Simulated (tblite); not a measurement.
C7H13NSi2.
Numbering: `[N:1]#[C:2][CH2:3][CH2:4][C@@H:5]1[CH2:6][SiH2:7][CH:8]=[C:9]1[SiH3:10]` (hydrogens: H11, H12 on C3; H13, H14 on C4; H15 on C5; H16, H17 on C6; H18, H19 on Si7; H20 on C8; H21, H22, H23 on Si10)

Structure used (GFN2-xTB), in Å, numbered top down from 1:
```
atom  x, y, z in Å
N1     4.0983    0.4152   -1.3848
C2     3.0461    0.1132   -1.0542
C3     1.7231   -0.2490   -0.6219
C4     1.2262    0.7133    0.4624
C5    -0.1917    0.3695    0.9441
C6    -0.2501   -0.9910    1.6675
Si7   -1.1351   -2.2118    0.5007
C8    -1.6771   -0.7864   -0.5898
C9    -1.1496    0.3865   -0.2241
Si10  -1.5018    2.0187   -1.1055
H11    1.0527   -0.2212   -1.4855
H12    1.7496   -1.2736   -0.2420
H13    1.9136    0.6881    1.3121
H14    1.2304    1.7309    0.0631
H15   -0.4807    1.1671    1.6400
H16   -0.8276   -0.8803    2.5856
H17    0.7451   -1.3084    1.9744
H18   -0.2296   -3.1603   -0.1613
H19   -2.2321   -2.9369    1.1442
H20   -2.3544   -0.8535   -1.4273
H21   -2.7541    1.8873   -1.8485
H22   -1.5978    3.0839   -0.1038
H23   -0.4083    2.3255   -2.0352
```

All values are computed: GFN2-xTB (tblite) harmonic vibrations without scaling, gas phase. The method is semi-empirical: single wavenumbers can be off by several per cent or more. Modes of hydrogen on silicon can be 10 to 20 % off. One conformer, not necessarily the lowest.

Harmonic wavenumbers (cm⁻¹): 39.0, 54.3, 71.7, 98.6, 144.3, 145.7, 184.3, 204.6, 299.2, 356.8, 381.8, 391.1, 431.2, 490.0, 502.2, 517.6, 540.5, 550.6, 626.5, 636.2, 709.3, 766.6, 777.5, 779.8, 788.8, 794.4, 801.0, 805.0, 823.2, 853.9, 919.8, 990.1, 1001.6, 1037.5, 1070.3, 1080.4, 1148.7, 1165.4, 1213.7, 1227.5, 1231.8, 1254.6, 1287.5, 1317.6, 1348.7, 1428.0, 1486.2, 1494.4, 1610.1, 2208.4, 2226.6, 2248.6, 2256.3, 2277.1, 2411.9, 2897.9, 2955.1, 2966.0, 2970.6, 2979.5, 2984.0, 3006.4, 3071.2.

A = 1082, B = 724.4, C = 515.5 MHz; mass 167.059 u (most abundant isotopes); point group C1, symmetry number 1.

**Question.** What is the zero-point energy?

**Answer.** Half the sum of the wavenumbers: 37670 cm⁻¹ = 107.70 kcal/mol.

**Question.** Give the ideal-gas entropy at 400 K and 1 bar in the rigid-rotor, harmonic-oscillator model (classical rotation).

**Answer.** Translation 42.73, rotation 31.93, vibration 53.93: S = 128.6 cal/(mol K).

**Question.** And Cp and H(400 K) − H(0)?

**Answer.** Cp = 62.68 cal/(mol K), of which vibrations give 54.73 (their classical limit is 63 R = 125.2); H(400 K) − H(0) = 14.31 kcal/mol without the zero-point energy, 11.13 from vibrations.

**Question.** Which modes carry the vibrational entropy at 400 K?

**Answer.** 39.0 cm⁻¹: 5.89; 54.3 cm⁻¹: 5.24; 71.7 cm⁻¹: 4.69; 98.6 cm⁻¹: 4.06; 144.3 cm⁻¹: 3.31; 145.7 cm⁻¹: 3.29 cal/(mol K); the other 57 give 27.46 together.

**Question.** How do the functions run with temperature in this model?

**Answer.** 
```
T (K)  S (cal/(mol K))  Cp (cal/(mol K))  H − H(0) (kcal/mol)  G − H(0) (kcal/mol)  ln q(vib)
  100             75.9              22.1                 1.50                -6.09       2.60
  200             95.2              35.7                 4.37               -14.67       6.12
  300            112.4              50.0                 8.66               -25.07       9.62
  500            143.7              73.0                21.12               -50.75      16.61
  800            183.1              94.2                46.49               -99.99      26.55
 1000            205.1             103.2                66.28              -138.86      32.64
```

q(vib) and H(0) count from the zero-point level.

**Question.** Blend soft modes into free rotors: weight 1/[1 + (100 cm⁻¹/ν̃)⁴] for the oscillator and the rest for a rotor with moment μB/(μ + B), μ = h/(8π²ν), B = 10⁻⁴⁴ kg m². What vibrational entropy results?

**Answer.** 49.17 cal/(mol K) in place of 53.93, which changes −T·S at 400 K by +1.91 kcal/mol.

**Question.** What must be added to the electronic energy to get the Gibbs energy at 400 K and 1 bar?

**Answer.** ZPE + [H(400 K) − H(0)] − T·S = 107.70 + 14.31 − 51.44 = 70.57 kcal/mol.

Hindered rotation and anharmonicity are outside this model. Other conformers, if any are populated, would add a mixing term that is left out. The structure is chiral; the term R ln 2 for an equal mix with its mirror image is left out.
